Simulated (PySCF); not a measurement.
**K2: from constants to spectrum**

RHF-CCSD(T) constants of K2, ¹Σg⁺ (singlet), closed shell (basis K def2-TZVPP; no relativity; PySCF 2.14; masses 38.9637 and 38.9637 u):

| Property | Result |
| --- | --- |
| ωe | 87.4 cm⁻¹ |
| ωexe | 0.278 cm⁻¹ |
| Be | 0.053857 cm⁻¹ |
| αe | 0.000188 cm⁻¹ |
| D (centrifugal) | 8.17e-08 cm⁻¹ |
| De to K + K | 0.51 eV |

(1) Give the vibrational terms G(v) and spacings up to v = 6.

(2) How well does the Morse estimate ωe²/(4ωexe) reproduce De, and what is D0?

Correlated steps freeze 10 core orbitals. Where the molecule has an RHF reference, its open-shell atoms are computed with UHF.

Answers

(1) G(v) = ωe(v+½) − ωexe(v+½)².

| v | G(v) (cm⁻¹) | G(v) − G(v−1) | Bv (cm⁻¹) |
| --- | --- | --- | --- |
| 0 | 43.6 |  | 0.05376 |
| 1 | 130.5 | 86.8 | 0.05358 |
| 2 | 216.8 | 86.3 | 0.05339 |
| 3 | 302.5 | 85.7 | 0.05320 |
| 4 | 387.7 | 85.2 | 0.05301 |
| 5 | 472.3 | 84.6 | 0.05282 |
| 6 | 556.4 | 84.1 | 0.05264 |

(2) It gives 0.85 eV, 167 % of the computed De. D0 = De − G(0) = 0.51 − 0.01 = 0.50 eV.
